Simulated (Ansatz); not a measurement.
# A geometry optimisation of C5H11B with PBE-D3(BJ)/def2-SVP

The starting geometry of this gas-phase singlet was optimised with GFN2-xTB; its bonds are those of `B[C@@H](C=C)CC`.

```yaml
atoms:
  - { symbol: C, position_ang: [0.4537, -1.9942, 0.2789] }
  - { symbol: C, position_ang: [0.3534, -2.8804, -0.9308] }
  - { symbol: C, position_ang: [1.3259, -3.6793, -1.3615] }
  - { symbol: C, position_ang: [-0.5109, -0.8147, 0.2336] }
  - { symbol: C, position_ang: [-0.1355, 0.1894, -0.8522] }
  - { symbol: B, position_ang: [0.0973, -3.2850, 1.1009] }
  - { symbol: H, position_ang: [0.9512, -3.9303, 1.5694] }
  - { symbol: H, position_ang: [-1.0184, -3.6137, 1.2275] }
  - { symbol: H, position_ang: [1.4750, -1.6321, 0.4011] }
  - { symbol: H, position_ang: [-0.6032, -2.8806, -1.4371] }
  - { symbol: H, position_ang: [1.2050, -4.3170, -2.2217] }
  - { symbol: H, position_ang: [2.2903, -3.7027, -0.8818] }
  - { symbol: H, position_ang: [-1.5262, -1.1779, 0.0612] }
  - { symbol: H, position_ang: [-0.5008, -0.3148, 1.2051] }
  - { symbol: H, position_ang: [-0.8264, 1.0299, -0.8538] }
  - { symbol: H, position_ang: [-0.1611, -0.2798, -1.8334] }
  - { symbol: H, position_ang: [0.8692, 0.5727, -0.6855] }
```

Question: Where would you expect an optimisation with PBE-D3(BJ)/def2-SVP to take it?

Answer: New bonds form, giving a structure given below by its coordinates. Distances that change by over a tenth: C1–B6 (1.57 → 1.89 Å). Contacts that close: C2–B6 (2.09 → 1.72 Å), C3–B6 (2.78 → 1.70 Å).

The energy falls by 0.48 eV over 19 steps:

```
step  E − E(last) (eV)
   1             0.480
   3             0.278
   5             0.229
   7             0.139
   9             0.098
  11             0.008
  13             0.001
  15             0.000
  17             0.000
  19             0.000
```

Final geometry (Å):

```
atom    x (Å)    y (Å)    z (Å)
   C   0.5314  -1.8304  -0.1079
   C   0.3727  -2.8884  -1.0214
   C   1.1776  -4.0765  -0.8593
   C  -0.5118  -0.7601   0.0854
   C  -0.2036   0.5224  -0.6989
   B   0.3529  -3.5964   0.5443
   H   1.1717  -3.4620   1.4298
   H  -0.7612  -3.9964   0.8158
   H   1.5512  -1.5789   0.2287
   H  -0.6140  -2.9905  -1.5056
   H   0.8580  -4.9699  -1.4151
   H   2.2654  -3.9742  -0.7255
   H  -1.5059  -1.1613  -0.2058
   H  -0.5836  -0.5225   1.1685
   H  -0.9699   1.3014  -0.5124
   H  -0.1733   0.3277  -1.7905
   H   0.7809   0.9453  -0.4104
```

The end wasn't checked by frequencies. Run with Ansatz 0.2.0, 64 s on 2 threads of Intel(R) Xeon(R) Platinum 8259CL CPU @ 2.50GHz (Skylake/Cascade Lake) (shared host).
